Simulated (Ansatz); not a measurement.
Basis-set extrapolation for CH5FNSi (`[CH2][SiH](N)F`) radical (PBE0-D4/def2-TZVP geometry, frozen core, Ansatz). Multiplicity 2, UHF reference.

```tsv
	def2-TZVPP	def2-QZVPP
HF	-483.773046	-483.792101
MP2 correlation	-0.725569	-0.785268
CCSD(T) correlation	-0.785023	not run
```

Energies in hartree. Use E(X) = E(∞) + A·exp(−7.88·√X) for Hartree–Fock and E(X) = E(∞) + B·X^(−2.97) for correlation, with X = 3 and 4, and add CCSD(T) minus MP2 of the smaller set to the MP2 limit.

Question: What is the CCSD(T) energy at the basis-set limit?

Answer: HF limit: -483.792101 + (-0.019055) × 0.13774 = -483.79473. MP2 limit: -0.785268 + (-0.059699) × 0.74074 = -0.82949. Higher-order term: -0.785023 − (-0.725569) = -0.05945. Total: -484.68367 hartree, 329.8 kJ/mol below CCSD(T)/def2-TZVPP.
